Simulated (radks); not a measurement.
Results of a calculation; reference values are marked as such.
Spherical quantum dot in the effective-mass picture: electrons in a hard-walled sphere of radius 2.96, with a point charge +1 (a donor) at the centre, all in effective atomic units (hartree* = m*/eps^2 hartree, bohr* = eps/m* bohr), one dielectric constant everywhere. Level of theory: non-relativistic Kohn-Sham, PBEsol, spin-polarised, spherical densities (a radial shooting solver with Libxc functionals). Levels are named by radial order and angular momentum (1s, 1p, 1d, 2s, ...), and open shells are averaged over m. Each electron was tried in the lowest free levels, single moves between levels near the top were tried too, and the lowest total energy was kept; such a search can miss a lower state. At N = 1 the Hartree and exchange-correlation terms need not cancel, so that row can carry a self-interaction error.

N	open shells	2S	E (hartree*)	mu = E(N) - E(N-1) (hartree*)	addition energy mu(N+1) - mu(N) (hartree*)	e(HOMO) (hartree*)	rms radius (bohr*)
1	1s(up 1, down 0)	1	-0.399406	-0.39941	0.7056	-0.11775	1.272
2	none	0	-0.0932479	0.30616	1.215	0.55506	1.388
3	1p(up 1, down 0)	1	1.42761	1.5209	0.4273	1.7296	1.573
4	1p(up 2, down 0)	2	3.37573	1.9481	0.4431	2.1686	1.667
5	1p(up 3, down 0)	3	5.76698	2.3912	0.5777	2.6143	1.728
6	1p(up 3, down 1)	2	8.73588	2.9689	0.4148	3.1726	1.775
7	1p(up 3, down 2)	1	12.1195	3.3837	0.4282	3.5967	1.811
8	none	0	15.9314	3.8119	1.082	4.0277	1.841
9	1d(up 1, down 0)	1	20.8254	4.8939	0.4119	5.0992	1.877
10	1d(up 2, down 0)	2	26.1312	5.3058	0.4147	5.5128	1.907
11	1d(up 3, down 0)	3	31.8517	5.7205	0.4161	5.9284	1.932
12	1d(up 4, down 0)	4	37.9883	6.1366	0.4168	6.3450	1.953
13	1d(up 5, down 0)	5	44.5417	6.5535	0.5358	6.7620	1.972
14	1d(up 5, down 1)	4	51.6310	7.0893	0.4044	7.2908	1.989
15	1d(up 5, down 2)	3	59.1247	7.4937	0.4073	7.6970	2.005
16	1d(up 5, down 3)	2	67.0257	7.9010	0.4090	8.1053	2.019
17	1d(up 5, down 4)	1	75.3357	8.3100	0.4100	8.5149	2.031
18	none	0	84.0557	8.7200	0.8145	8.9252	2.043
19	2s(up 1, down 0)	1	93.5902	9.5345	0.6950	9.8117	2.036
20	none	0	103.820	10.229	0.5124	10.503	2.028
21	1f(up 1, down 0)	1	114.562	10.742	0.4005	10.942	2.041
22	1f(up 2, down 0)	2	125.704	11.142	0.3872	11.369	2.053
23	2s(up 1, down 0) 1f(up 4, down 0)	5	137.233	11.530	0.3863	11.715	2.083
24	2s(up 1, down 0) 1f(up 5, down 0)	6	149.149	11.916	0.4024	12.117	2.093
25	2s(up 1, down 0) 1f(up 6, down 0)	7	161.468	12.318	0.4025	12.519	2.102
26	2s(up 1, down 0) 1f(up 7, down 0)	8	174.188	12.721	0.5149	12.922	2.110
27	2s(up 1, down 0) 1f(up 7, down 1)	7	187.424	13.236	0.3961	13.434	2.119
28	2s(up 1, down 0) 1f(up 7, down 2)	6	201.056	13.632	0.3969	13.830	2.126
29	2s(up 1, down 0) 1f(up 7, down 3)	5	215.084	14.029	0.3974	14.227	2.134
30	2s(up 1, down 0) 1f(up 7, down 4)	4	229.510	14.426	0.3978	14.625	2.141
31	2s(up 1, down 0) 1f(up 7, down 5)	3	244.334	14.824	0.3981	15.023	2.147
32	2s(up 1, down 0) 1f(up 7, down 6)	2	259.556	15.222	0.3982	15.421	2.153
33	2s(up 1, down 0)	1	275.176	15.620	0.5909	15.819	2.159
34	none	0	291.387	16.211	1.090	16.484	2.151
35	1g(up 1, down 0)	1	308.687	17.301	0.3928	17.497	2.158
36	1g(up 2, down 0)	2	326.381	17.693	0.3930	17.890	2.165
37	1g(up 3, down 0)	3	344.467	18.086	-	18.283	2.171

All shells are closed at N = 2, 8, 18, 20, 34 (there: 1s2 1p6 1d10 2s2 1f14); the second difference of the energy has clear peaks (12 % above both neighbours; the first and last values, which can be the largest, are not judged, and half-filled shells can peak too) at N = 2, 5, 8, 13, 18, 26, 34.
